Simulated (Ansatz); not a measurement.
Z-matrix (Å, degrees):
```
C
Si 1 1.858
H 1 1.094 2 110.9
H 1 1.093 2 110.9 3 119.8
H 1 1.093 2 111.0 3 -120.1
F 2 1.616 1 107.9 3 179.5
C 2 1.860 1 112.2 3 -62.9
C 2 1.869 1 111.3 3 63.6
H 7 1.094 2 110.9 1 63.6
H 7 1.093 2 111.5 1 -176.1
H 7 1.093 2 110.8 1 -56.1
C 8 1.535 2 116.0 1 175.3
H 8 1.096 2 107.6 1 51.8
H 8 1.097 2 107.4 1 -61.5
Si 12 1.856 8 116.6 2 -66.6
H 12 1.097 8 111.1 2 57.1
H 12 1.097 8 110.3 2 173.5
F 15 1.591 12 109.3 8 -44.0
F 15 1.594 12 107.5 8 -159.4
H 15 1.474 12 117.3 8 80.2
```

Charge 0, multiplicity 1.

Task: List the PBE0/def2-TZVPP orbital energies in eV (Ansatz). (Estimate.)

Result: Computed: Occupied: -1803.95, -1803.01, -673.74, -673.71, -673.44, -278.41, -278.24, -277.89, -277.87, -146.08, -145.24, -100.81, -100.76, -100.69, -99.97, -99.87, -99.87, -33.39, -32.90, -32.79, -21.71, -20.14, -19.51, -17.89, -15.58, -14.64, -13.79, -13.45, -13.25, -12.69, -12.52, -12.43, -12.14, -11.95, -11.86, -11.70, -11.58, -11.37, -11.19, -11.13, -10.88, -10.46, -8.98, -8.87, -8.33. Lowest empty: 0.57, 1.00, 1.11, 1.42, 1.80, 1.92, 2.20, 2.46.
